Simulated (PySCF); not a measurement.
Polarisability and C₆ of Hf²⁺ (hafnium, charge +2)

[Xe] 4f14 5d2, high-spin 3F determinant. Calculation: PySCF 2.14, in x2c-TZVPPall with one added diffuse shell each of s, p, d, f type (12s8p8d4f1g, 113 functions); scalar relativity by spin-free X2C-1e. Coupled (time-dependent) response in atomic units; α is the mean over directions.

```tsv
method	mean α (bohr³)	C₆ (like pair)	S(−4)
MN15	14.15	72.24	158.0
```

S(−4) is the Cauchy moment in α(ω) = α(0) + S(−4) ω² + …

Spin-orbit coupling is absent.

α(iu) at MN15:

```json
{"u (hartree)": "0", "α(iu) (bohr³)": "14.15"}
{"u (hartree)": "0.0500", "α(iu) (bohr³)": "13.78"}
{"u (hartree)": "0.100", "α(iu) (bohr³)": "12.84"}
{"u (hartree)": "0.200", "α(iu) (bohr³)": "10.58"}
{"u (hartree)": "0.300", "α(iu) (bohr³)": "8.781"}
{"u (hartree)": "0.500", "α(iu) (bohr³)": "6.510"}
{"u (hartree)": "0.750", "α(iu) (bohr³)": "4.850"}
{"u (hartree)": "1.00", "α(iu) (bohr³)": "3.784"}
{"u (hartree)": "1.50", "α(iu) (bohr³)": "2.487"}
{"u (hartree)": "2.00", "α(iu) (bohr³)": "1.743"}
{"u (hartree)": "3.00", "α(iu) (bohr³)": "0.9710"}
{"u (hartree)": "5.00", "α(iu) (bohr³)": "0.4151"}
```

For an ion, C₆ is the dispersion term alone; charge-induced terms of lower order in 1/R come first.

Spin-orbit coupling, absent here, splits the open shell strongly.
